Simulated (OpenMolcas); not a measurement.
## P II: CASPT2 settings compared

```json
{
  "Program": "OpenMolcas 26.06",
  "Basis": "ANO-R2 [5s4p3d1f]",
  "Scalar Hamiltonian": "X2C, finite nucleus",
  "Active space": "4 electrons in 8 orbitals (3s 3p 4s 4p)",
  "State averaging": "2S+1 = 3 even, 3 roots; 2S+1 = 1 even, 6 roots; 2S+1 = 5 odd, 1 root; 2S+1 = 3 odd, 8 roots; 2S+1 = 1 odd, 5 roots",
  "Spin-orbit coupling": "state interaction with AMFI integrals over the reference wave functions, term energies averaged over their components"
}
```

Methods on the same reference wave functions:
A. CASSCF
B. SS-CASPT2, IPEA 0.2 Eh, real shift 0.25 Eh (closed shells correlated: 2s 2p)
C. XMS-CASPT2, IPEA 0.4 Eh, sigma2 regulariser 0.4 Eh (closed shells correlated: 2s 2p)

Energies in cm-1 above 3s2 3p2 3P0, the measured ground level; measured values from NIST Handbook of Basic Atomic Spectroscopic Data.

```json
{"Level": "3s2 3p2 3P0", "A": "0.0", "B": "0.0", "C": "0.0", "Measured": "0.0"}
{"Level": "3s2 3p2 3P1", "A": "140", "B": "140", "C": "139", "Measured": "165"}
{"Level": "3s2 3p2 3P2", "A": "402", "B": "401", "C": "401", "Measured": "469"}
{"Level": "3s2 3p2 1D2", "A": "11275", "B": "9260", "C": "9100", "Measured": "8882"}
{"Level": "3s2 3p2 1S0", "A": "19959", "B": "21260", "C": "21730", "Measured": "21576"}
{"Level": "3s 3p3 5S* 2", "A": "35441", "B": "42430", "C": "42900", "Measured": "45697"}
{"Level": "3s 3p3 3D* 1", "A": "73589", "B": "65410", "C": "67330", "Measured": "65251"}
{"Level": "3s 3p3 3D* 2", "A": "73611", "B": "65430", "C": "67350", "Measured": "65272"}
{"Level": "3s 3p3 3D* 3", "A": "73653", "B": "65470", "C": "67390", "Measured": "65307"}
{"Level": "3s 3p3 3P* 0", "A": "84073", "B": "79790", "C": "81180", "Measured": "76823"}
{"Level": "3s 3p3 3P* 1", "A": "84094", "B": "79810", "C": "81200", "Measured": "76812"}
{"Level": "3s 3p3 3P* 2", "A": "84134", "B": "79850", "C": "81240", "Measured": "76764"}
```

Deviations, from unrounded energies. A percentage is the sum of absolute deviations over the sum of measured energies, with the sign that they share, or ± where signs differ.

```
                        Against measurement  Levels      A      B      C
             mean absolute deviation (cm-1)      11   5600   1200   2100
      fine structure of the ground term (%)       2  -14.4  -14.7  -14.7
other terms of the ground configuration (%)       2  ±13.2   ±2.3   +1.2
                   other configurations (%)       7  ±12.1   ±2.7   ±4.7
```

B lies closest to measurement on these levels and A furthest from it. The largest miss of B in the table is 3s 3p3 5S* 2, by -3300 cm-1. The ranking rests on the paired levels alone, and a cruder setting can come out closer through cancelling errors.

Between B and C the level of the table that moves most is 3s 3p3 3D* 3, by 1900 cm-1 (lowest in B, highest in C). Moves below CASPT2's spread within the term are not significant.

From A to B the spin-free energies of the other terms of 3s2 3p2 shown, above 3P, scale by factors of 0.82 to 1.07.

The lowest spin-free term lies below A's lowest term by 0.251 hartree in B, 0.253 hartree in C.

CASPT2 breaks the degeneracy within a term, and the mean is taken; among the terms shown or strongly mixed into the levels shown the widest spread is 440 cm-1 (3s2 3p2 1D, C). Over all roots computed the reference weight is 0.91 to 0.98 in B, 0.91 to 0.98 in C; the roots of lowest weight are the least certain, and an intruder state may touch them. Active for correlation alone: 4p 4s; no level in the range computed is led by a configuration that fills them, so any true level of that kind is missing. Terms of s pⁿ other than that of highest spin mix with s² pⁿ⁻² d, which this space lacks; all of them can be thousands of cm-1 off, and some have no real level of that name. Without dynamic correlation excited terms often stand tens of per cent too high (terms of higher spin than the ground term too low), and those without a measured partner can miss by more than the paired ones (holds for A). Measured partners are found by configuration, term and J. A level has none where our copy of the source lacks it or the pairing is in doubt (some pairs that miss far off the trend of their configuration count as doubtful), and it then counts in no deviation. Only configurations of the active space appear. Levels that lie high or do not pair safely by name in every column are left out.

* marks odd parity.
